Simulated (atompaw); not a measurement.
## Reading a pseudo-wave (gallium)

Columns: radius, all-electron u(r) and pseudo u(r) of the 3s shell (level -156.41 eV) of gallium in the configuration [Ne] 3s2 3p6 3d10 4s2 4p0; PBE, scalar-relativistic, PAW (atompaw) scheme, atompaw 4.2.0.5.

```
r (bohr)  all-electron  pseudo
   0.044        0.2753  0.2516
   0.088       -0.3608  0.4960
   0.133       -0.7185  0.7312
   0.177       -0.6815  0.9406
   0.221       -0.3988  1.1244
   0.265       -0.0124  1.2784
   0.310        0.3882  1.4027
   0.354        0.7302  1.4906
   0.398        0.9995  1.5454
   0.442        1.1915  1.5689
   0.487        1.3144  1.5634
   0.531        1.3735  1.5330
   0.575        1.3845  1.4821
   0.619        1.3592  1.4154
   0.663        1.3077  1.3373
   0.708        1.2370  1.2502
   0.752        1.1569  1.1615
   0.796        1.0711  1.0720
   0.840        0.9836  0.9836
   0.885        0.8951  0.8951
   0.929        0.8116  0.8116
   0.973        0.7323  0.7323
   1.017        0.6580  0.6580
   1.062        0.5876  0.5876
   1.106        0.5246  0.5246
   1.150        0.4668  0.4668
```

(1) How many radial nodes do the two functions have?

(2) At about which radius was the pseudo-wave matched?

(3) Where does each function peak?

(4) Is the pseudo-wave norm-conserving?

Answers

(1) The all-electron 3s function has n − l − 1 = 2; the pseudo-wave has 0, since the states of the same l below it are removed with the core.

(2) 0.85 bohr, where the columns begin to agree (steps of 0.04 bohr).

(3) Outermost all-electron maximum near 0.57 bohr, pseudo maximum near 0.44 bohr (to the table’s step).

(4) No, it belongs to a PAW set: the norm inside the radius is not constrained, and the difference is carried by the augmentation charge.
